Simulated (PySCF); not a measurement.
Zn(NH2)(SMe) (CH5NSZn), SMILES C[S][Zn][NH2]. Geometry optimised at PBE-D3(BJ)/def2-SVP. The structure was generated by enumeration; whether it is a known compound was not checked. The values are those of a single conformer.

Computed equilibrium geometry at PBE-D3(BJ)/def2-SVP (PySCF confirms it by a frequency run) as bond lengths and angles, and its point group (one conformer of several):
point group Cs.
Atoms: Zn1 N2 H3 H4 S5 C6 H7 H8 H9. Bonds (Å): Zn1–N2 1.832, Zn1–S5 2.178, N2–H3 1.029, N2–H4 1.029, S5–C6 1.844, C6–H7 1.107, C6–H8 1.107, C6–H9 1.107. Angles (°): N2–Zn1–S5 173.0, Zn1–N2–H3 114.4, Zn1–N2–H4 114.4, H3–N2–H4 106.0, Zn1–S5–C6 100.5, S5–C6–H7 112.3, S5–C6–H8 106.5, S5–C6–H9 112.3, H7–C6–H8 108.0, H7–C6–H9 109.5, H8–C6–H9 108.0.
Charge 0, spin multiplicity 1.
